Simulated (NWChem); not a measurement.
Isomers of C2H7BO2, each optimised at B3LYP/6-31G* with NWChem, gas phase unless a solvent is named. Flexible species stand in one conformer each, which need not be the lowest. Pople sets run with spherical d functions. Relative energies count from the lowest isomer at each level and are electronic, without zero-point energy, on those geometries.

A: CCOBO
B: CCB(O)O
C: OCB(C)O

```json
[
 {"quantity": "relative energy, B3LYP/6-31G* (kcal/mol)", "A": "10.8", "B": "0.0", "C": "42.0"},
 {"quantity": "dipole (D), B3LYP/6-31G*", "A": "1.28", "B": "1.54", "C": "3.60"},
 {"quantity": "highest harmonic frequency (cm⁻¹), B3LYP/6-31G*", "A": "3810", "B": "3794", "C": "3764"}
]
```
